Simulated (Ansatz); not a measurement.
Ansatz results at the PBE0-D4/def2-TZVP geometry: LUMO energy (B3LYP/def2-TZVPP) -0.64 eV; HOMO energy (B3LYP/def2-TZVPP) -5.41 eV; ideal-gas entropy at 298 K and 1 bar (rigid rotor, harmonic PBE0-D4/def2-TZVP) 354 J/(mol·K).

Each molecule was computed in one conformer, which needn't be the lowest.

(1) Which molecule gave them?
A. `C[Te]B(O)O`
B. `CC(C)[TeH]`
C. `CC[Te]C`
D. `CC[TeH]`

Results:

(1) C. The others give `C[Te]B(O)O`: -0.75, -5.84, 370; `CC[TeH]`: -0.83, -5.81, 312; `CC(C)[TeH]`: -0.82, -5.80, 338.

B3LYP here is the variant with VWN-RPA as its local correlation; programs differ in this.
